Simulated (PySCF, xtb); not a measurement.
Si(Cl)(F)2(SiH3) (ClF₂H₃Si₂), SMILES [Si](Cl)(F)([SiH3])F.

Harmonic wavenumbers (cm⁻¹) from GFN2-xTB in xtb at its own minimum, in rising order: 19, 95, 121, 177, 213, 252, 412, 487, 496, 586, 772, 779, 783, 828, 833, 2258, 2262, 2263.

Task: What does PBE0-D3(BJ)/def2-SVP in PySCF give at its own minimum? (Estimate from the structure and the level; the computed values follow.)

Result: 102, 106, 135, 226, 263, 286, 443, 518, 525, 620, 853, 900, 920, 926, 964, 2240, 2256, 2257. Paired by order, the mean absolute difference is 54 cm⁻¹ and the zero-point energies are 19.5 and 20.8 kcal/mol.
